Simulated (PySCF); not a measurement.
FLi, charge +1, doublet, geometry from GFN2-xTB (such geometries of metal compounds can be far from the true shape) (a state made from the parent by changing its charge; the spin is typed, not shown lowest); REVPBE/def2-SVP (PySCF).

Input for PySCF:
```python
from pyscf import gto, scf, dft

mol = gto.Mole()
mol.atom = '''
    Li   -0.00000000   -0.00000000   -1.65974449
    F     0.00000000    0.00000000    0.55324816
'''
mol.basis = 'def2-svp'
mol.charge = 1
mol.spin = 1
mol.verbose = 4
mol.build()

mf = dft.UKS(mol)
mf.xc = 'revpbe'
mf.grids.atom_grid = (99, 590)
mf.grids.prune = None
mf.kernel()
```

What the program printed (banner, timings and long lists left out):

```
PySCF version 2.14.0

[INPUT] verbose = 4
[INPUT] num. atoms = 2
[INPUT] num. electrons = 11
[INPUT] charge = 1
[INPUT] spin (= nelec alpha-beta = 2S) = 1
[INPUT] symmetry False subgroup None
[INPUT] Mole.unit = angstrom
[INPUT] Symbol           X                Y                Z      unit          X                Y                Z       unit  Magmom
[INPUT]  1 Li     0.000000000000   0.000000000000  -1.659744490000 AA    0.000000000000   0.000000000000  -3.136462522856 Bohr   0.0
[INPUT]  2 F      0.000000000000   0.000000000000   0.553248160000 AA    0.000000000000   0.000000000000   1.045487501320 Bohr   0.0

nuclear repulsion = 6.45631818742823
number of shells = 11
number of NR pGTOs = 40
number of NR cGTOs = 23
basis = def2-svp
ecp = {}

******** <class 'pyscf.dft.uks.UKS'> ********
method = UKS
initial guess = minao
damping factor = 0
level_shift factor = 0
DIIS = <class 'pyscf.scf.diis.CDIIS'>
diis_start_cycle = 1
diis_space = 8
diis_damp = 0
SCF conv_tol = 1e-09
SCF conv_tol_grad = None
SCF max_cycles = 50
direct_scf = True
direct_scf_tol = 1e-13
number electrons alpha = 6  beta = 5
XC library pyscf.dft.libxc version 7.1.2
    S. Lehtola, C. Steigemann, M. J. T. Oliveira, and M. A. L. Marques,  SoftwareX 7, 1–5 (2018)
XC functionals = revpbe
    Y. Zhang and W. Yang,  Phys. Rev. Lett. 80, 890 (1998)
    J. P. Perdew, K. Burke, and M. Ernzerhof,  Phys. Rev. Lett. 77, 3865 (1996)
    J. P. Perdew, K. Burke, and M. Ernzerhof,  Phys. Rev. Lett. 78, 1396 (1997)
radial grids:
    Treutler-Ahlrichs [JCP 102, 346 (1995); DOI:10.1063/1.469408] (M4) radial grids

becke partition: Becke, JCP 88, 2547 (1988); DOI:10.1063/1.454033
pruning grids: None
grids dens level: 3
symmetrized grids: False
atomic radii adjust function: <function treutler_atomic_radii_adjust>
User specified grid scheme (99, 590)
small_rho_cutoff = 0
Set gradient conv threshold to 3.16228e-05
tot grids = 116824
init E= -107.079985728638

cycle= 1 E= -106.894495739652  delta_E= 0.185  |g|= 0.0882  |ddm|= 0.855
cycle= 2 E= -106.897641292245  delta_E= -0.00315  |g|= 0.0134  |ddm|= 0.0695
cycle= 3 E= -106.897669986025  delta_E= -2.87e-05  |g|= 0.011  |ddm|= 0.0156
cycle= 4 E= -106.897709534319  delta_E= -3.95e-05  |g|= 0.00228  |ddm|= 0.00837
cycle= 5 E= -106.897711312177  delta_E= -1.78e-06  |g|= 0.000212  |ddm|= 0.00148
cycle= 6 E= -106.897711331785  delta_E= -1.96e-08  |g|= 2.31e-05  |ddm|= 0.000186
cycle= 7 E= -106.897711332082  delta_E= -2.97e-10  |g|= 1.5e-06  |ddm|= 2.66e-05
Extra cycle  E= -106.897711332082  delta_E= 1.56e-13  |g|= 1.76e-06  |ddm|= 2.33e-06
converged SCF energy = -106.897711332082  <S^2> = 0.75115733  2S+1 = 2.001157
```
